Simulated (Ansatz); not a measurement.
Reaction (homolysis of the Cl–In bond): `C[CH2][In]([Cl])[Cl]` → Cl• + `C[CH2][In][Cl]`•

Program: Ansatz. Geometries: PBE0-D4/def2-TZVP. ΔE: electronic, gas phase. CCSD(T)/CBS adds triple-zeta CCSD(T) − MP2 to the extrapolated MP2 energy (def2 sets, frozen cores). This one scheme is used for every species, atoms too. DFT in def2-TZVPP. B3LYP here is the variant with VWN-RPA as its local correlation; programs differ in this. No spin–orbit coupling; open shells (•) take unrestricted orbitals. Spin–orbit coupling would lower the free atoms: a little for Cl. def2 core potentials past Kr. For In outer-core shells are correlated without core-valence functions, so the limit isn't a true one: a few kJ/mol of doubt a bond, and 10 to 20 or more in all where bonds break to atoms. Each species was taken in one conformer, which may not be the lowest.

```csv
level,ΔE (kcal/mol),difference from CCSD(T)/CBS
B3LYP-D4,85.5,-8.7
ωB97M-V,93.8,-0.4
PBE0,90.0,-4.2
B3LYP,84.1,-10.1
SCS-MP2/def2-TZVPP,93.7,-0.5
CCSD(T)/def2-TZVPP,90.6,-3.6
HF/def2-QZVPP,68.8,-25.4
MP2/def2-QZVPP,98.7,4.5
MP2/CBS(def2),100.2,6.0
CCSD/CBS(def2),91.8,-2.4
CCSD(T)/CBS,94.2,0
```

Largest T1 diagnostic among the species: 0.016.

In def2-TZVPP, CCSD(T) changes the Hartree–Fock value by +21.8 kcal/mol (the triples alone add +2.4 kcal/mol) and MP2 by +27.9 kcal/mol; breaking electron pairs costs correlation energy, which Hartree–Fock lacks. The D4 term adds +1.3 kcal/mol with B3LYP and +0.8 kcal/mol with PBE0; it sums over pairs of atoms, weighted by their polarisabilities, and B3LYP, whose exchange is more repulsive, gets the larger term. From PBE to PBE0 (25 % exact exchange), in def2-TZVPP and without D4, ΔE moves by +0.9 kcal/mol.

CCSD(T)/CBS has its own doubt, a few kJ/mol and more with outer-core shells, so smaller differences from it don't rank the levels.
